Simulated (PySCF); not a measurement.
PySCF input (BP86/def2-SVP):

```python
from pyscf import gto, dft

mol = gto.M(
    atom='''
    Sr   -0.00000000   -0.00000000   -0.80322820
    Cl    0.00000000    0.00000000    1.79545126
    ''',
    basis='def2-svp',
    ecp='def2-svp',
    charge=0,
    spin=1,
    symmetry='C2v',
    verbose=4,
)

mf = dft.UKS(mol, xc='bp86')
mf.grids.level = 3
mf.conv_tol = 1e-9
mf.max_cycle = 100
mf.max_memory = 1500
mf.kernel()
if not mf.converged:
    mf = mf.newton()
    mf.kernel(mf.make_rdm1())
mf.dip_moment()
```

Output:

```
ECP def2-svp not found for  Cl
PySCF version 2.14.0

[INPUT] verbose = 4
[INPUT] num. atoms = 2
[INPUT] num. electrons = 27
[INPUT] charge = 0
[INPUT] spin (= nelec alpha-beta = 2S) = 1
[INPUT] symmetry C2v subgroup None
[INPUT] Mole.unit = angstrom
[INPUT] Symbol           X                Y                Z      unit          X                Y                Z       unit  Magmom
[INPUT]  1 Sr     0.000000000000   0.000000000000  -0.803228200000 AA    0.000000000000   0.000000000000  -1.517881313527 Bohr   0.0
[INPUT]  2 Cl     0.000000000000   0.000000000000   1.795451260000 AA    0.000000000000   0.000000000000   3.392911151405 Bohr   0.0

nuclear repulsion = 34.6176307009407
point group symmetry = Coov, use subgroup C2v
symmetry origin: [ 0.00000000e+00  0.00000000e+00 -6.18455816e-09]
symmetry axis x: [1. 0. 0.]
symmetry axis y: [0. 1. 0.]
symmetry axis z: [0. 0. 1.]
num. orbitals of irrep A1 = 20
num. orbitals of irrep A2 = 3
num. orbitals of irrep B1 = 9
num. orbitals of irrep B2 = 9
number of shells = 17
number of NR pGTOs = 85
number of NR cGTOs = 41
basis = def2-svp
ecp = def2-svp

******** <class 'pyscf.dft.uks_symm.SymAdaptedUKS'> ********
method = SymAdaptedUKS
initial guess = minao
damping factor = 0
level_shift factor = 0
DIIS = <class 'pyscf.scf.diis.CDIIS'>
diis_start_cycle = 1
diis_space = 8
diis_damp = 0
SCF conv_tol = 1e-09
SCF conv_tol_grad = None
SCF max_cycles = 100
direct_scf = True
direct_scf_tol = 1e-13
number electrons alpha = 14  beta = 13
XC library pyscf.dft.libxc version 7.1.2
    S. Lehtola, C. Steigemann, M. J. T. Oliveira, and M. A. L. Marques,  SoftwareX 7, 1–5 (2018)
XC functionals = bp86
    A. D. Becke,  Phys. Rev. A 38, 3098 (1988)
    J. P. Perdew,  Phys. Rev. B 33, 8822 (1986)
    J. P. Perdew,  Phys. Rev. B 34, 7406–7406 (1986)
radial grids:
    Treutler-Ahlrichs [JCP 102, 346 (1995); DOI:10.1063/1.469408] (M4) radial grids

becke partition: Becke, JCP 88, 2547 (1988); DOI:10.1063/1.454033
pruning grids: <function nwchem_prune>
grids dens level: 3
symmetrized grids: C2v
atomic radii adjust function: <function treutler_atomic_radii_adjust>
small_rho_cutoff = 0
Freeze 0 electrons in irreps []
    27 free electrons in irreps A1 A2 B1 B2
Set gradient conv threshold to 3.16228e-05
tot grids = 40792
init E= -478.798662847925
alpha HOMO (A1) = 0.00779765548832856  LUMO (A1) = 0.0522082035210794
beta  HOMO (A1) = -0.149084750220837  LUMO (A1) = 0.00779765548832501

WARN: HOMO 0.00779765548832856 >= LUMO 0.00779765548832501

WARN: alpha-A1 HOMO 0.00779765548832856 > system LUMO 0.00779765548832501

WARN: beta-A1 LUMO 0.00779765548832501 < system HOMO 0.00779765548832856

cycle= 1 E= -489.651209915751  delta_E= -10.9  |g|= 1.36  |ddm|= 4.66
alpha HOMO (A1) = -0.365015705957866  LUMO (A1) = -0.363184847832464
beta  HOMO (A1) = -0.362044696974141  LUMO (A2) = -0.362044499983823

WARN: HOMO -0.362044696974141 >= LUMO -0.363184847832464

WARN: alpha-A1 LUMO -0.363184847832464 < system HOMO -0.362044696974141

WARN: beta-A1 HOMO -0.362044696974141 > system LUMO -0.363184847832464

WARN: beta-B1 HOMO -0.362714532454298 > system LUMO -0.363184847832464

WARN: beta-B2 HOMO -0.362714532454297 > system LUMO -0.363184847832464

cycle= 2 E= -481.392245242411  delta_E= 8.26  |g|= 2.15  |ddm|= 5.84
alpha HOMO (A1) = -0.111816211565515  LUMO (B2) = -0.0383247128980829
beta  HOMO (A1) = -0.657334833229687  LUMO (A1) = -0.100698539721105
  HOMO = -0.111816211566  LUMO = -0.100698539721  gap/eV = 0.30253
cycle= 3 E= -490.231700662394  delta_E= -8.84  |g|= 0.906  |ddm|=  4.5
alpha HOMO (A1) = -0.078639607828233  LUMO (A1) = -0.0156947878929378
beta  HOMO (B2) = -0.315463085632757  LUMO (A1) = -0.06878636192382
  HOMO = -0.0786396078282  LUMO = -0.0687863619238  gap/eV = 0.26812
cycle= 4 E= -490.85447958218  delta_E= -0.623  |g|= 0.203  |ddm|= 2.17
alpha HOMO (A1) = -0.144903368333736  LUMO (B1) = -0.078326213431174
beta  HOMO (B1) = -0.219488038033634  LUMO (A1) = -0.116978912054311
  HOMO = -0.144903368334  LUMO = -0.116978912054  gap/eV = 0.75986
cycle= 5 E= -490.90967141463  delta_E= -0.0552  |g|= 0.0545  |ddm|= 1.04
alpha HOMO (A1) = -0.138657683148001  LUMO (B2) = -0.0705635279417508
beta  HOMO (B1) = -0.236056733065507  LUMO (A1) = -0.109594817789677
  HOMO = -0.138657683148  LUMO = -0.10959481779  gap/eV = 0.79084
cycle= 6 E= -490.912602169832  delta_E= -0.00293  |g|= 0.00666  |ddm|= 0.101
alpha HOMO (A1) = -0.136451607902544  LUMO (B1) = -0.0680586292032589
beta  HOMO (B1) = -0.236263109810843  LUMO (A1) = -0.106224005927285
  HOMO = -0.136451607903  LUMO = -0.106224005927  gap/eV = 0.82253
cycle= 7 E= -490.912651202546  delta_E= -4.9e-05  |g|= 0.00417  |ddm|= 0.0241
alpha HOMO (A1) = -0.136570863072937  LUMO (B2) = -0.0681664512429655
beta  HOMO (B1) = -0.236156372572767  LUMO (A1) = -0.106180110972822
  HOMO = -0.136570863073  LUMO = -0.106180110973  gap/eV = 0.82697
cycle= 8 E= -490.912662672269  delta_E= -1.15e-05  |g|= 0.000282  |ddm|= 0.00643
alpha HOMO (A1) = -0.136615470269788  LUMO (B1) = -0.0682103006094794
beta  HOMO (B1) = -0.2361442014687  LUMO (A1) = -0.106247168389878
  HOMO = -0.13661547027  LUMO = -0.10624716839  gap/eV = 0.82636
cycle= 9 E= -490.912662813468  delta_E= -1.41e-07  |g|= 0.000121  |ddm|= 0.00146
alpha HOMO (A1) = -0.136595467930064  LUMO (B2) = -0.0681893230023827
beta  HOMO (B1) = -0.236165052966098  LUMO (A1) = -0.106224243251752
  HOMO = -0.13659546793  LUMO = -0.106224243252  gap/eV = 0.82644
cycle= 10 E= -490.912662826298  delta_E= -1.28e-08  |g|= 3.22e-05  |ddm|= 0.000311
alpha HOMO (A1) = -0.136600691719789  LUMO (B1) = -0.0681941085999925
beta  HOMO (B1) = -0.236160173393322  LUMO (A1) = -0.10622975597482
  HOMO = -0.13660069172  LUMO = -0.106229755975  gap/eV = 0.82644
cycle= 11 E= -490.912662827404  delta_E= -1.11e-09  |g|= 2.54e-06  |ddm|= 9.02e-05
alpha HOMO (A1) = -0.136600925167166  LUMO (B1) = -0.0681942017350237
beta  HOMO (B2) = -0.236161462781918  LUMO (A1) = -0.106230133334538
  HOMO = -0.136600925167  LUMO = -0.106230133335  gap/eV = 0.82643
cycle= 12 E= -490.912662827411  delta_E= -6.71e-12  |g|= 1.06e-07  |ddm|= 9.73e-06
alpha HOMO (A1) = -0.136600888826823  LUMO (B1) = -0.068194152378126
beta  HOMO (B1) = -0.23616144477008  LUMO (A1) = -0.106230083096367
  HOMO = -0.136600888827  LUMO = -0.106230083096  gap/eV = 0.82643
Extra cycle  E= -490.912662827411  delta_E= 1.14e-13  |g|= 1.12e-07  |ddm|= 4.3e-07
converged SCF energy = -490.912662827411  <S^2> = 0.75037478  2S+1 = 2.0003747
Dipole moment(X, Y, Z, Debye):  0.00000,  0.00000, -4.50845
```
